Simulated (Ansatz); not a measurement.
Reaction (formal exchange of groups at a Te–Si bond): `[SiH3][TeH]` + `F[SiH3]` → `F[SiH2][TeH]` + SiH₄

Isolated molecules relaxed with PBE0-D4/def2-TZVP in Ansatz; ΔE leaves out vibrations. CCSD(T)/CBS adds triple-zeta CCSD(T) − MP2 to the extrapolated MP2 energy (def2 sets, frozen cores). This one scheme is used for every species. Functionals use def2-TZVPP. Elements past krypton have def2 core potentials. For Te outer-core shells are correlated without core-valence functions, which leaves a few kJ/mol of doubt a bond.

```
             level  ΔE (eV)
           PBE0-D4    -0.06
           LC-ωPBE    -0.04
RPA@PBE/def2-TZVPP    -0.03
  CCSD(T)/def2-SVP    -0.03
```

Question: What does CCSD(T)/CBS give? (Estimate.)

Answer: The calculation gave: -0.04 eV. The listed levels differ from it by -0.02, 0.00, 0.01, 0.01 eV.

Largest T1 diagnostic among the species: 0.011.

Leaving LDA and LC-ωPBE aside and taking each functional with its dispersion term where it has one, the values, not all of them listed here, spread over 0.05 eV, from PBE-D4 to BHLYP-D4. LDA lies −0.03 eV from PBE without D4. In def2-TZVPP, CCSD(T) changes the Hartree–Fock value by −0.05 eV (the triples alone add −0.01 eV) and MP2 by −0.04 eV.
